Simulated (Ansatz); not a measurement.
A set of 12 reactions (group exchange), with CCSD(T)/CBS values in kJ/mol:

```json
{"reaction": "`CBCl` + `C=CBr` → `C=C(Br)BC` + HCl", "ΔE": "64.8"}
{"reaction": "`BC(CF)N=C` + `[AlH2][O][SiH3]` → `F[CH2][AlH][O][SiH3]` + `BCN=C`", "ΔE": "-6.6"}
{"reaction": "`C[O][Ge]([F])([SH])[Cl]` + SiH₄ → `[F][Ge]([SiH3])([SH])[Cl]` + CH₃OH", "ΔE": "22.2"}
{"reaction": "`N[SiH](O)BO` + `CCl` → `BO` + `N[SiH](O)CCl`", "ΔE": "-37.4"}
{"reaction": "`CB(Cl)[SeH]` + `[SiH3][TeH]` → `[SeH][SiH2][TeH]` + `CBCl`", "ΔE": "9.5"}
{"reaction": "`[SiH3]OC1[SiH2]S1` + BH₃ → `BC1[SiH2]S1` + `O[SiH3]`", "ΔE": "-142.3"}
{"reaction": "`N=C(O)BN` + BH₃ → `BBC(=N)O` + NH₃", "ΔE": "174.7"}
{"reaction": "`[SiH3][SiH2][GeH2][SiH2][GeH3]` + `[SiH3][GeH3]` → `[SiH3][GeH2][GeH2][SiH2][GeH3]` + `[SiH3][SiH3]`", "ΔE": "-14.9"}
{"reaction": "`C#C[SiH2]B(C)F` + `FCCl` → `CB(F)CCl` + `C#C[SiH2]F`", "ΔE": "-248.3"}
{"reaction": "`F[Si]N([SiH3])[SiH3]` + `CC` → `CC[Si]F` + `[SiH3]N[SiH3]`", "ΔE": "140.5"}
{"reaction": "`Cl[SiH2]CI` + `CF` → `FC[SiH2]CI` + HCl", "ΔE": "114.7"}
{"reaction": "`C=[C](F)[SnH2][CH3]` + `[AlH3]` → `[CH3][SnH2][AlH2]` + `C=CF`", "ΔE": "-60.8"}
```

Program: Ansatz. Geometries: PBE0-D4/def2-TZVP. ΔE: electronic, gas phase. CCSD(T)/CBS is the MP2 limit (def2-TZVPP, def2-QZVPP) plus CCSD(T) − MP2 in def2-TZVPP, frozen cores. This one scheme is used for every species. DFT in def2-TZVPP. B3LYP here is the variant with VWN-RPA as its local correlation; programs differ in this. Elements past krypton have def2 core potentials. For Br, Ge, I, Se, Sn, Te outer-core shells are correlated without core-valence functions, which leaves a few kJ/mol of doubt a bond. Scalar relativity is left out up to krypton. One conformer a species, not always the lowest.

Task: Give the mean, mean absolute and largest difference (level minus CCSD(T)/CBS, kJ/mol) for: PBE-D4, r2SCAN-D4, PBE0-D4, B3LYP-D4, ωB97M-V, B2PLYP, PBE, r2SCAN, PBE0, B3LYP, CCSD(T)/def2-TZVPP, MP2/def2-QZVPP, SCS-MP2/def2-QZVPP, HF/CBS(def2). (An estimate is asked.)

Result: Computed: 
```tsv
level	mean	mean absolute	largest
PBE-D4	-0.5	9.4	33.1
r2SCAN-D4	0.3	4.1	12.3
PBE0-D4	-0.6	6.4	22.1
B3LYP-D4	0.9	3.8	12.3
ωB97M-V	0.7	2.2	5.6
B2PLYP	1.2	2.5	6.5
PBE	-1.1	11.1	32.7
r2SCAN	0.1	4.5	12.0
PBE0	-1.1	8.0	21.5
B3LYP	0.0	5.6	11.8
CCSD(T)/def2-TZVPP	2.2	3.0	8.5
MP2/def2-QZVPP	0.5	5.2	-12.7
SCS-MP2/def2-QZVPP	2.0	4.4	10.0
HF/CBS(def2)	3.3	8.1	17.1
```

The largest T1 diagnostic in the set is 0.015, for `BBC(=N)O` (customary mark 0.02).

CCSD(T)/CBS is a level of theory with its own doubt, and the functionals carry their triple-zeta basis error, so these figures describe this set and don't rank the functionals.
